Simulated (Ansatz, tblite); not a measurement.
Spin states of Ge₃H (the lowest doublet isomer of a short search), each relaxed with PBE0-D4/def2-SVP in Ansatz. Electronic energies in the gas phase.

The xTB rows come from tblite. LC-ωPBE has ω = 0.4 bohr⁻¹. Correlated methods freeze 27 core orbitals; core or outer-core shells of Ge are correlated, in sets that lack core-valence functions. The rows differ in basis, and correlated rows in double-zeta sets carry the largest basis error. The structure comes from a short search, and lower isomers may exist.

Doublet geometry (C2v within 0.1 Å):

Cartesian coordinates in Å:
```
Ge 0.855 -1.259 -1.076
Ge 0.548 1.090 -0.450
Ge -0.755 -0.786 0.710
H -0.649 0.955 0.816
```

Quartet geometry (Cs within 0.1 Å):

```xyz
4

Ge   -1.2352    0.0897    1.3756
Ge   -0.0902   -1.4095   -0.2835
Ge    0.4507    1.4353   -0.1039
H     0.8747   -0.1154   -0.9882
```

⟨S²⟩: doublet 0.76 at PBE0-D4/def2-TZVP (pure 0.75), quartet 3.76 at PBE0-D4/def2-TZVP (pure 3.75).

Run but left out: HF/STO-3G (doublet: ⟨S²⟩ 1.25, where a pure state has 0.75).

Only these spin states were relaxed. The quartet has other bonds than the doublet, so the gap mixes isomer and spin.

```csv
level,quartet − doublet (kJ/mol),lowest of these
r2SCAN-D4/def2-TZVP,172.9,doublet
r2SCANh-D4/def2-TZVP,171.1,doublet
PBE0-D4/def2-TZVP,170.5,doublet
RPA@PBE/def2-TZVP,177.7,doublet
MP2/def2-TZVP,214.1,doublet
CCSD/def2-SVP,165.7,doublet
```

(1) Estimate the rows for GFN1-xTB, GFN2-xTB, HF/def2-SVP, LC-ωPBE/def2-TZVP, PBE-QIDH/def2-TZVP, MP2/def2-SVP.

Results:

(1) 
```
             level  quartet − doublet (kJ/mol)  lowest of these
          GFN1-xTB                       176.8          doublet
          GFN2-xTB                       174.2          doublet
       HF/def2-SVP                        90.9          doublet
 LC-ωPBE/def2-TZVP                       158.1          doublet
PBE-QIDH/def2-TZVP                       187.5          doublet
      MP2/def2-SVP                       204.1          doublet
```

The xTB methods have no spin-polarisation term.
